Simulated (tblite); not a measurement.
Record of a relaxation.

C₅H₈F₄O₃.
Atom-mapped SMILES: `[CH3:1][O:2][CH2:3][C@@:4]([F:5])([O:6][CH3:7])[O:8][C:9]([F:10])([F:11])[F:12]` (hydrogens: H13, H14, H15 on C1; H16, H17 on C3; H18, H19, H20 on C7)

Computed with GFN2-xTB (tblite), gas phase: L-BFGS steps from a force-field or distance-geometry start until the largest atomic force falls under 0.01 eV/Å. 7 of its 88 geometries are shown.

Step 0: E = -1249.6700 eV, largest atomic force 2.425 eV/Å
```
atom  x, y, z in Å  |  force x, y, z in eV/Å
C1      2.718   -0.530    0.574   -0.548   0.058   0.181
O2      1.867   -1.158   -0.393   -0.314   0.664   0.218
C3      0.975   -0.260   -1.026    0.226  -0.590  -0.236
C4     -0.139    0.339   -0.120   -0.138   1.170  -0.949
F5      0.459    1.324    0.623   -0.126  -0.221   0.217
O6     -1.140    0.965   -0.911    1.278  -1.069   0.979
C7     -1.895    1.923   -0.184   -0.383   0.252   0.393
O8     -0.636   -0.561    0.851   -1.327  -1.518  -1.348
C9     -1.466   -1.546    0.285    0.661   0.958   1.212
F10    -0.989   -2.053   -0.856   -0.723   0.126   0.738
F11    -1.604   -2.554    1.170    0.126   0.926  -0.799
F12    -2.703   -1.036    0.060    0.892  -0.635  -0.009
H13     2.127   -0.217    1.460    0.325  -0.073  -0.397
H14     3.464   -1.253    0.900   -0.142  -0.124  -0.212
H15     3.222    0.339    0.136   -0.080  -0.060   0.055
H16     1.534    0.560   -1.479    0.011   0.440   0.182
H17     0.517   -0.798   -1.863    0.006  -0.057   0.168
H18    -2.711    2.262   -0.823    0.172  -0.194  -0.135
H19    -2.332    1.480    0.727    0.169   0.103  -0.215
H20    -1.273    2.784    0.090   -0.086  -0.158  -0.043
```

Step 14: E = -1250.0383 eV, largest atomic force 0.082 eV/Å
```
atom  x, y, z in Å  |  force x, y, z in eV/Å
C1      2.690   -0.527    0.575    0.003  -0.032  -0.024
O2      1.821   -1.112   -0.382    0.004   0.047  -0.048
C3      0.998   -0.214   -1.050   -0.020   0.047   0.001
C4     -0.103    0.381   -0.146    0.002  -0.016   0.003
F5      0.461    1.273    0.728   -0.017   0.001  -0.027
O6     -1.045    0.984   -0.891    0.022   0.020   0.043
C7     -1.889    1.912   -0.191   -0.025  -0.021  -0.004
O8     -0.623   -0.610    0.766   -0.038  -0.030  -0.022
C9     -1.460   -1.529    0.314   -0.033  -0.026  -0.011
F10    -1.107   -2.129   -0.827    0.051   0.061  -0.018
F11    -1.583   -2.487    1.224    0.000   0.045   0.068
F12    -2.700   -1.057    0.089   -0.002   0.023   0.035
H13     2.162   -0.210    1.479   -0.017  -0.047  -0.053
H14     3.402   -1.308    0.831    0.046   0.012  -0.002
H15     3.210    0.336    0.144    0.031  -0.054   0.026
H16     1.552    0.641   -1.464    0.047   0.018   0.058
H17     0.518   -0.750   -1.871    0.017  -0.026   0.034
H18    -2.673    2.167   -0.896   -0.009   0.010  -0.014
H19    -2.319    1.453    0.701   -0.013   0.001  -0.010
H20    -1.315    2.798    0.090   -0.048  -0.033  -0.035
```

Step 29: E = -1250.0559 eV, largest atomic force 0.083 eV/Å
```
atom  x, y, z in Å  |  force x, y, z in eV/Å
C1      2.720   -0.587    0.550   -0.006   0.007   0.032
O2      1.851   -1.101   -0.441   -0.017  -0.059   0.020
C3      1.022   -0.165   -1.041    0.013  -0.013   0.008
C4     -0.091    0.396   -0.126   -0.052   0.045  -0.007
F5      0.453    1.300    0.747    0.030   0.005   0.028
O6     -1.027    0.983   -0.889   -0.052  -0.023  -0.060
C7     -1.931    1.880   -0.226   -0.017   0.005  -0.012
O8     -0.619   -0.585    0.787    0.042  -0.057   0.009
C9     -1.470   -1.500    0.352    0.026   0.029   0.008
F10    -1.126   -2.101   -0.790    0.029   0.008   0.002
F11    -1.589   -2.445    1.278    0.017   0.018  -0.028
F12    -2.710   -1.024    0.139    0.006   0.008   0.014
H13     2.179   -0.302    1.454   -0.052   0.003   0.063
H14     3.417   -1.386    0.786    0.006  -0.042  -0.031
H15     3.267    0.284    0.177    0.040   0.025  -0.046
H16     1.580    0.716   -1.394    0.027   0.029  -0.005
H17     0.551   -0.656   -1.894   -0.039   0.007   0.007
H18    -2.700    2.094   -0.962   -0.003   0.012  -0.002
H19    -2.376    1.420    0.657    0.009  -0.023   0.003
H20    -1.405    2.792    0.059   -0.005   0.015  -0.002
```

Step 44: E = -1250.0626 eV, largest atomic force 0.044 eV/Å
```
atom  x, y, z in Å  |  force x, y, z in eV/Å
C1      2.714   -0.629    0.552   -0.020   0.008  -0.011
O2      1.822   -1.109   -0.438   -0.017   0.007   0.008
C3      1.028   -0.139   -1.034    0.002   0.003   0.004
C4     -0.090    0.424   -0.123   -0.005  -0.021   0.004
F5      0.436    1.352    0.736    0.027  -0.031  -0.017
O6     -1.048    0.972   -0.891    0.009  -0.005  -0.008
C7     -1.965    1.867   -0.243    0.013  -0.005  -0.017
O8     -0.579   -0.569    0.799   -0.014   0.017   0.030
C9     -1.435   -1.480    0.365    0.012   0.000   0.006
F10    -1.100   -2.067   -0.787   -0.010   0.010  -0.004
F11    -1.545   -2.436    1.279    0.024   0.003   0.004
F12    -2.678   -1.001    0.173    0.005  -0.032  -0.003
H13     2.188   -0.344    1.467   -0.006  -0.008  -0.010
H14     3.397   -1.451    0.763   -0.037   0.018  -0.004
H15     3.276    0.233    0.177    0.018  -0.016   0.013
H16     1.616    0.731   -1.364   -0.003   0.001  -0.006
H17     0.546   -0.603   -1.897    0.019   0.018   0.004
H18    -2.728    2.065   -0.990   -0.005   0.015   0.017
H19    -2.413    1.409    0.640    0.016   0.011  -0.014
H20    -1.448    2.786    0.035   -0.029   0.006   0.004
```

Step 58: E = -1250.0714 eV, largest atomic force 0.055 eV/Å
```
atom  x, y, z in Å  |  force x, y, z in eV/Å
C1      2.654   -0.729    0.555   -0.013   0.011   0.009
O2      1.745   -1.124   -0.455    0.013  -0.015  -0.026
C3      1.034   -0.085   -1.038   -0.011   0.007   0.002
C4     -0.087    0.491   -0.138    0.020   0.034   0.001
F5      0.446    1.438    0.695    0.002   0.052   0.017
O6     -1.051    1.016   -0.912   -0.017  -0.037  -0.002
C7     -2.018    1.867   -0.278   -0.008  -0.010   0.007
O8     -0.559   -0.476    0.817   -0.006  -0.014  -0.029
C9     -1.341   -1.458    0.402   -0.018  -0.020   0.019
F10    -1.022   -1.988   -0.779   -0.020   0.022  -0.001
F11    -1.315   -2.438    1.296    0.014  -0.027   0.031
F12    -2.632   -1.090    0.292   -0.007   0.006  -0.026
H13     2.138   -0.401    1.460   -0.022  -0.001   0.015
H14     3.255   -1.609    0.773   -0.007   0.008   0.013
H15     3.297    0.082    0.197    0.034  -0.011   0.005
H16     1.683    0.764   -1.297   -0.002   0.006  -0.024
H17     0.567   -0.481   -1.942   -0.009   0.006  -0.016
H18    -2.792    2.016   -1.025    0.005   0.012  -0.026
H19    -2.446    1.397    0.607    0.029  -0.021   0.025
H20    -1.560    2.819   -0.007    0.023  -0.009   0.006
```

Step 72: E = -1250.0756 eV, largest atomic force 0.054 eV/Å
```
atom  x, y, z in Å  |  force x, y, z in eV/Å
C1      2.619   -0.746    0.564   -0.003  -0.009  -0.004
O2      1.742   -1.114   -0.484   -0.013   0.002  -0.006
C3      1.040   -0.062   -1.057   -0.010   0.006   0.007
C4     -0.082    0.508   -0.155   -0.022  -0.005   0.008
F5      0.437    1.473    0.668    0.000  -0.011  -0.022
O6     -1.063    1.007   -0.926    0.005   0.021   0.004
C7     -2.021    1.858   -0.278   -0.008   0.008  -0.003
O8     -0.541   -0.457    0.809    0.037  -0.023   0.032
C9     -1.311   -1.458    0.413    0.014   0.013   0.007
F10    -1.015   -1.969   -0.782   -0.021  -0.004   0.003
F11    -1.232   -2.442    1.301   -0.004   0.008  -0.016
F12    -2.614   -1.120    0.344    0.012  -0.001  -0.003
H13     2.078   -0.387    1.443   -0.022   0.000  -0.002
H14     3.164   -1.653    0.817    0.010  -0.007   0.023
H15     3.322    0.027    0.234   -0.007   0.006  -0.022
H16     1.696    0.783   -1.311   -0.015   0.011   0.000
H17     0.564   -0.443   -1.964    0.038  -0.010  -0.003
H18    -2.802    2.016   -1.015    0.004  -0.004  -0.014
H19    -2.437    1.383    0.612    0.016  -0.002  -0.002
H20    -1.550    2.805   -0.009   -0.010   0.000   0.013
```

Step 87: E = -1250.0770 eV, largest atomic force 0.009 eV/Å
```
atom  x, y, z in Å  |  force x, y, z in eV/Å
C1      2.601   -0.754    0.566    0.003  -0.002  -0.003
O2      1.739   -1.114   -0.498   -0.002  -0.001   0.006
C3      1.044   -0.055   -1.066    0.005  -0.002   0.000
C4     -0.078    0.511   -0.161    0.002   0.004   0.000
F5      0.442    1.483    0.654    0.002  -0.001  -0.001
O6     -1.065    1.003   -0.926    0.000  -0.002   0.004
C7     -2.025    1.852   -0.277    0.000   0.001  -0.003
O8     -0.517   -0.457    0.810    0.000   0.004   0.001
C9     -1.296   -1.453    0.420    0.002   0.001  -0.006
F10    -1.022   -1.956   -0.784   -0.001   0.000  -0.008
F11    -1.202   -2.445    1.298   -0.004   0.003   0.000
F12    -2.598   -1.114    0.374   -0.002  -0.001   0.009
H13     2.045   -0.379    1.429    0.003  -0.003  -0.002
H14     3.127   -1.666    0.839   -0.001   0.002   0.002
H15     3.319    0.006    0.241   -0.002   0.001   0.003
H16     1.704    0.792   -1.306   -0.003   0.002  -0.004
H17     0.578   -0.427   -1.981    0.002  -0.001   0.003
H18    -2.804    2.009   -1.017   -0.005  -0.001   0.003
H19    -2.440    1.375    0.611    0.001   0.000  -0.006
H20    -1.559    2.800   -0.005    0.000  -0.002   0.003
```

Task: Summarise the path.

Result: The energy falls by 9.38 kcal/mol from step 0 to step 87; nine tenths of that is first reached at step 13. It falls at every step. The largest force goes from 2.425 to 0.009 eV/Å. Among the bonds O8–C9 changes most, from 1.406 to 1.323 Å; the atoms move by 0.283 Å rms after alignment.

Task: Follow the three bonds and two angles with the largest change from start to end.

Result: 
| step | E above end (kcal/mol) | largest force (eV/Å) | O8–C9 (Å) | C4–O6 (Å) | O2–C3 (Å) | C4–O8–C9 (°) | H16–C3–H17 (°) |
| --- | --- | --- | --- | --- | --- | --- | --- |
| 0 | 9.38 | 2.425 | 1.406 | 1.421 | 1.415 | 112.1 | 105.5 |
| 4 | 2.07 | 0.324 | 1.327 | 1.349 | 1.392 | 116.0 | 109.8 |
| 8 | 1.24 | 0.171 | 1.321 | 1.344 | 1.389 | 117.7 | 110.2 |
| 11 | 1.04 | 0.138 | 1.323 | 1.343 | 1.388 | 118.6 | 108.6 |
| 15 | 0.86 | 0.081 | 1.322 | 1.343 | 1.390 | 119.5 | 108.9 |
| 19 | 0.74 | 0.079 | 1.322 | 1.343 | 1.389 | 120.3 | 109.6 |
| 23 | 0.63 | 0.076 | 1.321 | 1.345 | 1.388 | 120.4 | 109.5 |
| 26 | 0.56 | 0.058 | 1.322 | 1.344 | 1.388 | 120.2 | 109.4 |
| 30 | 0.46 | 0.066 | 1.323 | 1.343 | 1.387 | 119.6 | 109.2 |
| 34 | 0.42 | 0.045 | 1.322 | 1.344 | 1.388 | 119.1 | 109.3 |
| 38 | 0.37 | 0.055 | 1.323 | 1.344 | 1.387 | 118.9 | 109.4 |
| 42 | 0.35 | 0.048 | 1.322 | 1.344 | 1.388 | 118.9 | 109.5 |
| 45 | 0.32 | 0.047 | 1.323 | 1.344 | 1.388 | 119.0 | 109.6 |
| 49 | 0.27 | 0.061 | 1.323 | 1.343 | 1.388 | 118.8 | 109.2 |
| 53 | 0.19 | 0.069 | 1.323 | 1.343 | 1.388 | 119.2 | 109.4 |
| 57 | 0.14 | 0.052 | 1.323 | 1.343 | 1.388 | 119.0 | 109.7 |
| 61 | 0.10 | 0.041 | 1.323 | 1.343 | 1.388 | 119.3 | 109.6 |
| 64 | 0.08 | 0.034 | 1.323 | 1.343 | 1.388 | 119.2 | 109.6 |
| 68 | 0.06 | 0.038 | 1.323 | 1.343 | 1.388 | 119.3 | 109.4 |
| 72 | 0.03 | 0.054 | 1.324 | 1.343 | 1.388 | 119.4 | 109.6 |
| 76 | 0.01 | 0.023 | 1.323 | 1.343 | 1.388 | 119.1 | 109.7 |
| 79 | 0.00 | 0.014 | 1.323 | 1.343 | 1.389 | 119.3 | 109.6 |
| 83 | 0.00 | 0.015 | 1.323 | 1.343 | 1.388 | 119.1 | 109.6 |
| 87 | 0.00 | 0.009 | 1.323 | 1.342 | 1.388 | 119.1 | 109.6 |

The cost below is that of the whole relaxation. Hardware: one thread of an Arm Neoverse N1, on a shared host. Cost: 1.2 s.
